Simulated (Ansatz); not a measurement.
`C/C=C/[SiH2]N` → `C=CC` + `N[SiH]` at 400 K and 1 bar (silylene formation by 1,1-elimination).

Gas-phase electronic energies from Ansatz, PBE0-D4/def2-TZVP geometries. CBS: MP2 limit from def2 TZ/QZ plus the TZ coupled-cluster correction, frozen cores. This one scheme is used for every species. Each species was taken in one conformer, which may not be the lowest.

```
        species  CCSD(T)/CBS energy (Eh)  H − E (kJ/mol)  S (J/(mol·K))
`C/C=C/[SiH2]N`               -463.37168           335.4          394.8
         `C=CC`               -117.74610           229.7          285.2
       `N[SiH]`               -345.56329           104.6          261.0
```

H − E and S are ideal-gas, rigid-rotor, harmonic terms from PBE0-D4/def2-TZVP, for one conformer and one mirror image of each species. 1 Eh = 2625.50 kJ/mol, R = 8.31446 J/(mol·K).

Question: By hand: ΔE, ΔH, ΔS and ΔG.

Answer: ΔE = (-117.74610) + (-345.56329) − (-463.37168) = 0.06229 Eh = 163.5 kJ/mol. Δ(H − E) = 229.7 + 104.6 − 335.4 = -1.1, so ΔH = 162.4 kJ/mol. ΔS = 285.2 + 261.0 − 394.8 = 151.4 J/(mol·K). ΔG = 162.4 − 400 × (151.4)/1000 = 101.8 kJ/mol.

Question: By hand: the equilibrium constant, and the temperature at which ΔG would vanish if ΔH and ΔS stayed fixed.

Answer: log₁₀ K = −ΔG/(RT ln 10) = -13.3. ΔG = 0 at ΔH/ΔS = 1073 K.

The number of gas molecules changes by +1, which sets the sign of ΔS. A doubt of 5 kJ/mol in ΔE shifts log₁₀ K by 0.7 here. Other conformers and mirror images would add mixing entropy, several J/(mol·K) or more a flexible species. These are equilibria of isolated gas molecules and say nothing of rates. Largest T1 diagnostic: 0.015 (customary marks: 0.02 for closed shells, 0.045 for open ones).
